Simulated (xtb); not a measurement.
C5H13O2Si (SMILES [CH2][SiH](OCC)OCC), doublet, geometry from GFN2-xTB; GFN2-xTB with GBSA(chcl3) run with xtb 6.7.1.

Input for xtb:
```
$ xtb mol.xyz --gfn 2 --uhf 1 --gbsa chcl3 --json

# file mol.xyz
21

C     -0.53608428     1.59741379    -1.87181813
Si    -0.11736644     0.93842841    -0.19522785
O     -1.02666715    -0.32203766     0.28778781
C     -2.41092301    -0.38594724     0.47464053
C     -2.77010341    -1.68109296     1.18858523
O      1.39656078     0.40061828    -0.35698788
C      2.18225323    -0.31463439     0.55532344
C      3.41189024    -0.86119726    -0.15467503
H     -1.55459834     1.74297786    -2.18475740
H      0.20253785     1.99901246    -2.53971618
H     -0.21631307     1.97910820     0.84676853
H     -2.74746741     0.47723964     1.06235511
H     -2.90876859    -0.34147202    -0.50223419
H     -2.43112153    -2.53190431     0.60340964
H     -2.28593384    -1.71538195     2.16122715
H     -3.84634796    -1.74637247     1.32358646
H      1.59647846    -1.13416246     0.98600211
H      2.48284490     0.35561608     1.37104260
H      3.98671879    -0.04329834    -0.58115987
H      3.10858626    -1.52598692    -0.95896810
H      4.03516911    -1.40927045     0.54689807
```

The log (banner, timings and long lists left out):

```
   ID    Z sym.   atoms
    1    6 C      1, 4, 5, 7, 8
    2   14 Si     2
    3    8 O      3, 6
    4    1 H      9-21

           -------------------------------------------------
          |                Calculation Setup                |
           -------------------------------------------------

           -------------------------------------------------
          |                 G F N 2 - x T B                 |
           -------------------------------------------------

      * Solvation model:               GBSA
        Solvent                        chcl3
        Parameter file                 internal GFN2-xTB/GBSA
        Dielectric constant                4.8100E+00
        Reference state                gsolv [1 M gas/solution]
        Free energy shift                  4.1068E-03 Eh       2.5771E+00 kcal/mol
        Temperature                        2.9815E+02 K
        Density                            1.4900E+00 kg/L
        Solvent mass                       1.1938E+02 g/mol
        Interaction kernel             Still
        Born radius scaling (c1)           1.3539E+00
        Born radii integrator          GBOBC
        Born offset                        1.4626E-02 a0       2.7639E-02 AA
        H-bond correction              false
        Ion screening                  false
        Surface tension                    1.0000E-05 Eh       1.5569E+01 dyn/cm
        Grid points                               230 per atom

          ...................................................
          :                      SETUP                      :
          :.................................................:
          :  # basis functions                  51          :
          :  # atomic orbitals                  50          :
          :  # shells                           30          :
          :  # electrons                        49          :
          :  max. iterations                   250          :
          :  Hamiltonian                  GFN2-xTB          :
          :  restarted?                      false          :
          :  GBSA solvation                   true          :
          :  PC potential                    false          :
          :  electronic temp.          300.0000000     K    :
          :  accuracy                    1.0000000          :
          :  -> integral cutoff          0.2500000E+02      :
          :  -> integral neglect         0.1000000E-07      :
          :  -> SCF convergence          0.1000000E-05 Eh   :
          :  -> wf. convergence          0.1000000E-03 e    :
          :  Broyden damping             0.4000000          :
          :  net charge                          0          :
          :  unpaired electrons                  1          :
          ...................................................

 iter      E             dE          RMSdq      gap      omega  full diag
   1    -27.4230623 -0.274231E+02  0.664E+00    5.99       0.0  T
   2    -27.5110243 -0.879621E-01  0.400E+00    5.50       1.0  T
   3    -27.5101660  0.858379E-03  0.148E+00    6.28       1.0  T
   4    -27.5131915 -0.302550E-02  0.713E-01    5.55       1.0  T
   5    -27.5164464 -0.325497E-02  0.322E-01    5.87       1.0  T
   6    -27.5165477 -0.101241E-03  0.105E-01    5.82       1.0  T
   7    -27.5165781 -0.303817E-04  0.451E-02    5.86       1.0  T
   8    -27.5165843 -0.626119E-05  0.106E-02    5.85       2.1  T
   9    -27.5165843  0.620795E-07  0.618E-03    5.85       3.5  T
  10    -27.5165845 -0.265588E-06  0.161E-03    5.85      13.6  T
  11    -27.5165845 -0.413504E-09  0.778E-04    5.85      28.1  T
  12    -27.5165845 -0.518206E-09  0.182E-04    5.85     119.8  T

   *** convergence criteria satisfied after 12 iterations ***

         :::::::::::::::::::::::::::::::::::::::::::::::::::::
         ::                     SUMMARY                     ::
         :::::::::::::::::::::::::::::::::::::::::::::::::::::
         :: total energy             -27.213557584414 Eh    ::
         :: total w/o Gsasa/hb       -27.203916420293 Eh    ::
         :: gradient norm              0.007109533512 Eh/a0 ::
         :: HOMO-LUMO gap              5.848371519381 eV    ::
         ::.................................................::
         :: SCC energy               -27.516527684431 Eh    ::
         :: -> isotropic ES            0.060488688303 Eh    ::
         :: -> anisotropic ES          0.004420733523 Eh    ::
         :: -> anisotropic XC          0.005605790164 Eh    ::
         :: -> dispersion             -0.012748247401 Eh    ::
         :: -> Gsolv                  -0.013052689326 Eh    ::
         ::    -> Gelec               -0.003411525204 Eh    ::
         ::    -> Gsasa               -0.013747958896 Eh    ::
         ::    -> Ghb                  0.000000000000 Eh    ::
         ::    -> Gshift               0.004106794775 Eh    ::
         :: repulsion energy           0.302970100016 Eh    ::
         :: add. restraining           0.000000000000 Eh    ::
         :: total charge              -0.000000000000 e     ::
         :::::::::::::::::::::::::::::::::::::::::::::::::::::

           -------------------------------------------------
          |                Property Printout                |
           -------------------------------------------------

    * Orbital Energies and Occupations

         #    Occupation            Energy/Eh            Energy/eV
      -------------------------------------------------------------
         1        2.0000           -0.7798464             -21.2207
       ...           ...                  ...                  ...
        13        2.0000           -0.5096710             -13.8689
        14        2.0000           -0.4935510             -13.4302
        15        2.0000           -0.4734000             -12.8819
        16        2.0000           -0.4713944             -12.8273
        17        2.0000           -0.4682652             -12.7421
        18        2.0000           -0.4635356             -12.6134
        19        2.0000           -0.4610324             -12.5453
        20        2.0000           -0.4415198             -12.0144
        21        2.0000           -0.4302691             -11.7082
        22        2.0000           -0.4290292             -11.6745
        23        2.0000           -0.4155444             -11.3075
        24        2.0000           -0.4033649             -10.9761
        25        1.0000           -0.3428004              -9.3281 (HOMO)
        26                         -0.1278767              -3.4797 (LUMO)
        27                         -0.1181999              -3.2164
        28                         -0.0768871              -2.0922
        29                          0.0082451               0.2244
        30                          0.0228923               0.6229
        31                          0.0659389               1.7943
        32                          0.1193565               3.2479
        33                          0.1231616               3.3514
        34                          0.1468309               3.9955
        35                          0.1573172               4.2808
        36                          0.1623072               4.4166
       ...                                ...                  ...
        50                          0.8303949              22.5962
      -------------------------------------------------------------
                  HL-Gap            0.2149237 Eh            5.8484 eV
             Fermi-level           -0.3042106 Eh           -8.2780 eV

     #   Z          covCN         q      C6AA      α(0)
     1   6 C        2.733    -0.176    32.557     9.342
     2  14 Si       3.450     0.550   101.747    19.657
     3   8 O        1.621    -0.382    20.519     6.114
     4   6 C        3.729     0.086    19.247     6.263
     5   6 C        3.751    -0.115    22.757     6.803
     6   8 O        1.621    -0.388    20.644     6.133
     7   6 C        3.733     0.088    19.200     6.254
     8   6 C        3.751    -0.116    22.776     6.806
     9   1 H        0.926     0.046     2.374     2.409
    10   1 H        0.926     0.062     2.180     2.309
    11   1 H        0.915    -0.074     4.728     3.401
    12   1 H        0.924     0.024     2.679     2.560
    13   1 H        0.924     0.027     2.634     2.538
    14   1 H        0.925     0.054     2.274     2.358
    15   1 H        0.925     0.052     2.292     2.367
    16   1 H        0.925     0.054     2.276     2.359
    17   1 H        0.924     0.026     2.650     2.546
    18   1 H        0.924     0.024     2.679     2.560
    19   1 H        0.925     0.053     2.286     2.364
    20   1 H        0.925     0.053     2.277     2.360
    21   1 H        0.925     0.053     2.284     2.363

 Mol. C6AA /au·bohr⁶  :       4032.049709
 Mol. C8AA /au·bohr⁸  :     105242.753982
 Mol. α(0) /au        :         99.866943

Wiberg/Mayer (AO) data.
largest (>0.10) Wiberg bond orders for each atom

 ---------------------------------------------------------------------------
     #   Z sym  total        # sym  WBO       # sym  WBO       # sym  WBO
 ---------------------------------------------------------------------------
     1   6 C    3.188 --     2 Si   1.052     9 H    0.996    10 H    0.990
     2  14 Si   4.172 --     3 O    1.127     6 O    1.113     1 C    1.052
                            11 H    0.860
     3   8 O    2.260 --     2 Si   1.127     4 C    0.980
     4   6 C    3.944 --     5 C    1.014     3 O    0.980    12 H    0.977
                            13 H    0.974
     5   6 C    3.993 --     4 C    1.014    15 H    0.986    14 H    0.986
                            16 H    0.984
     6   8 O    2.244 --     2 Si   1.113     7 C    0.978
     7   6 C    3.945 --     8 C    1.014     6 O    0.978    17 H    0.978
                            18 H    0.974
     8   6 C    3.993 --     7 C    1.014    19 H    0.986    20 H    0.986
                            21 H    0.984
     9   1 H    0.998 --     1 C    0.996
    10   1 H    0.996 --     1 C    0.990
    11   1 H    0.994 --     2 Si   0.860
    12   1 H    0.999 --     4 C    0.977
    13   1 H    0.999 --     4 C    0.974
    14   1 H    0.997 --     5 C    0.986
    15   1 H    0.997 --     5 C    0.986
    16   1 H    0.996 --     5 C    0.984
    17   1 H    0.999 --     7 C    0.978
    18   1 H    0.999 --     7 C    0.974
    19   1 H    0.997 --     8 C    0.986
    20   1 H    0.997 --     8 C    0.986
    21   1 H    0.996 --     8 C    0.984
 ---------------------------------------------------------------------------

Topologies differ in total number of bonds
Writing topology from bond orders to xtbtopo.mol

molecular dipole:
                 x           y           z       tot (Debye)
 q only:       -0.309      -0.009       0.256
   full:       -0.420      -0.096       0.288       1.318
molecular quadrupole (traceless):
                xx          xy          yy          xz          yz          zz
 q only:        4.893      -1.043      -1.735       0.233      -1.468      -3.158
  q+dip:        2.730      -0.997      -2.300       1.284      -0.451      -0.431
   full:        5.119      -1.311      -2.940       1.547      -1.530      -2.179

           -------------------------------------------------
          | TOTAL ENERGY              -27.213557584414 Eh   |
          | GRADIENT NORM               0.007109533512 Eh/α |
          | HOMO-LUMO GAP               5.848371519381 eV   |
           -------------------------------------------------

normal termination of xtb
```
